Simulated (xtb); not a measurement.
xtb input (GFN2-xTB):

```bash
xtb mol.xyz --gfn 2 --ohess tight --chrg -1 --uhf 0
```
mol.xyz:
```
9

N     -0.28843016    -0.50298731     1.65245313
Si    -0.05313404    -0.04212592     0.08428962
O      1.57262441    -0.44183583    -0.27094015
O     -0.20583705     1.62940742    -0.33421315
O     -0.92429219    -0.62644987    -1.16605607
H     -1.20741663    -0.37053998     2.04761639
H      1.94532298    -0.75225411     0.49559562
H     -0.08250103     2.08363288     0.54704690
H     -0.97956521    -1.59564561    -1.16218747
```

End of the output:

```
       4    260.28    -0.49490 ( 99.86%)    -0.56768 (  0.14%)    -0.49500
       5    273.07    -0.47009 ( 99.89%)    -0.55348 (  0.11%)    -0.47018
   ------------------------------------------------------------------------
Note: The following floating-point exceptions are signalling: IEEE_UNDERFLOW_FLAG IEEE_DENORMAL
normal termination of xtb

   temp. (K)  partition function   enthalpy   heat capacity  entropy
                                   cal/mol     cal/K/mol   cal/K/mol   J/K/mol
 298.15  VIB   26.7                 2976.101     19.997     16.507
         ROT  0.112E+06              888.752      2.981     26.085
         INT  0.299E+07             3864.854     22.977     42.592
         TR   0.883E+27             1481.254      4.968     39.520
         TOT                        5346.1074    27.9456    82.1111   343.5527

       T/K    H(0)-H(T)+PV         H(T)/Eh          T*S/Eh         G(T)/Eh
   ------------------------------------------------------------------------
    298.15    0.851956E-02    0.631467E-01    0.390136E-01    0.241331E-01
   ------------------------------------------------------------------------

         :::::::::::::::::::::::::::::::::::::::::::::::::::::
         ::                  THERMODYNAMIC                  ::
         :::::::::::::::::::::::::::::::::::::::::::::::::::::
         :: total free energy         -19.179982948503 Eh   ::
         ::.................................................::
         :: total energy              -19.204116023772 Eh   ::
         :: zero point energy           0.054627128295 Eh   ::
         :: G(RRHO) w/o ZPVE           -0.030494053026 Eh   ::
         :: G(RRHO) contrib.            0.024133075269 Eh   ::
         :::::::::::::::::::::::::::::::::::::::::::::::::::::

optimized geometry written to: xtbopt.xyz

           -------------------------------------------------
          | TOTAL ENERGY              -19.204116023772 Eh   |
          | TOTAL ENTHALPY            -19.140969331002 Eh   |
          | TOTAL FREE ENERGY         -19.179982948503 Eh   |
          | GRADIENT NORM               0.000131575637 Eh/α |
          | HOMO-LUMO GAP               7.107082754756 eV   |
           -------------------------------------------------

------------------------------------------------------------------------
------------------------------------------------------------------------
 total:
 SCF:
 ANC optimizer:
 analytical hessian:
```

It need not be the lowest isomer of its formula. Whether it binds its extra electron was not tested at this geometry.
